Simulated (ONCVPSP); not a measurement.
**Ranking ONCV potentials for molybdenum (Mo)**

All share these settings but for the change named:

- Element: molybdenum
- Generator: ONCVPSP 4.0.1
- Type: optimised norm-conserving Vanderbilt (ONCV)
- Functional: PBE
- Relativity: scalar-relativistic
- Frozen core: [Ar] 3d10
- Valence charge: 14
- Reference configuration: 4s2 4p6 4d3 (charge +3)
- Partial waves: 4s: rc 1.65 bohr, ncon 3, nbas 6, qcut 6.1 1/bohr, local; 4p: rc 2.05 bohr, ncon 4, nbas 8, qcut 7.3 1/bohr, 2 projectors, debl 1.6 Ha; 4d: rc 1.70 bohr, ncon 4, nbas 8, qcut 5.6 1/bohr, 2 projectors, debl 3.8 Ha
- Local potential: the s channel
- Core correction: Teter function, fcfact 2.25, rcfact 1.5

In the p channel the program set the typed energies aside and used -2.573, 0.050 Ha.

Cutoff: the first of the cutoffs (Ha) at which the residual kinetic energy of the hardest occupied pseudo-wave falls to 1 and 0.1 mHa per electron; the density cutoff is not measured.

The base gives 26 Ha.

Of 3 variants that were run, those that failed, showed a ghost or another fault, or gave nearly equal values are left out.

(1) Rank these variants from softest to hardest (loose cutoff).
A. d: rc 1.65, qcut 5.8
B. d: qcut 3.3
C. all radii but the core radius scaled by about 1.10 (s 1.82, p 2.26, d 1.88 bohr)

Answers

(1) C (17 Ha), A (20 Ha), B (78 Ha).
